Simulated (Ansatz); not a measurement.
Input (CCSDT(Q)/cc-pVQZ; Ansatz, a program for electronic structure):

Ansatz 0.2 input:
```yaml
crystal:
  periodic: [false, false, false]
  atoms:
    - {symbol: Ge, position_ang: [-0.23573084, -0.19815230, 0.24916535]}
    - {symbol: H, position_ang: [-1.40674893, -0.04970419, -0.86477099]}
    - {symbol: O, position_ang: [1.02603746, 0.67437334, -0.69401262]}
    - {symbol: H, position_ang: [0.74183599, 0.99559101, -1.55641939]}
basis:
  gaussian:
    orbitals: cc-pVQZ
magnetization: {spin_polarized: false}
correlation: {method: ccsdt_q, electrons: outside_noble_gas}
```

Output:

```
Functional definition: HF
integrals: 1.01 GiB planned
2240 factors; integrals over basis functions are off by at most 1.9e-7 eV
mean field: 1.00 GiB planned
mean field evaluation 1: about -58541.7075 eV, gradient 3.8e1 eV
mean field evaluation 2: about -58541.7422 eV, gradient 3.8e1 eV
mean field evaluation 4: about -58544.4096 eV, gradient 2.2e0 eV
mean field evaluation 8: about -58544.4387 eV, gradient 2.1e-1 eV
mean field evaluation 16: about -58541.7068 eV, gradient 3.8e1 eV
mean field -58544.43891979 eV, -2151.4684474562 hartree, gradient 1.4e-6 eV, S^2 0.000000; 0 other end points of the search recorded, 0 dependent functions left out
15 core orbitals not correlated
reference -58544.43891979 eV, -2151.4684474562 hartree; 6, 6 occupied and 162, 162 virtual orbitals, 2240 factors
second order -10.15797663 eV of doubles, -0.00000000 eV of singles
coupled cluster: 8.60 GiB planned
cycle   1  -10.11683082 eV  change    4.1e-2 eV  update   1.0e-1
cycle   2  -10.62341763 eV  change   -5.1e-1 eV  update   5.9e-2
cycle   3  -10.98361246 eV  change   -3.6e-1 eV  update   2.8e-2
cycle   4  -10.94192897 eV  change    4.2e-2 eV  update   1.1e-2
cycle   5  -10.90807425 eV  change    3.4e-2 eV  update   6.2e-3
cycle   6  -10.91209223 eV  change   -4.0e-3 eV  update   3.1e-3
cycle   7  -10.91993746 eV  change   -7.8e-3 eV  update   1.1e-3
cycle   8  -10.91923424 eV  change    7.0e-4 eV  update   5.6e-4
cycle   9  -10.91816817 eV  change    1.1e-3 eV  update   2.1e-4
cycle  10  -10.91860057 eV  change   -4.3e-4 eV  update   1.0e-4
cycle  11  -10.91840085 eV  change    2.0e-4 eV  update   4.9e-5
cycle  12  -10.91838779 eV  change    1.3e-5 eV  update   2.0e-5
cycle  13  -10.91838237 eV  change    5.4e-6 eV  update   1.1e-5
cycle  14  -10.91838052 eV  change    1.8e-6 eV  update   4.8e-6
cycle  15  -10.91837561 eV  change    4.9e-6 eV  update   2.0e-6
cycle  16  -10.91837465 eV  change    9.6e-7 eV  update   1.2e-6
perturbative correction -0.02510024 eV, -0.0009224168 hartree
Total energy: -58555.38239467 eV, -2151.8706127406 hartree
```
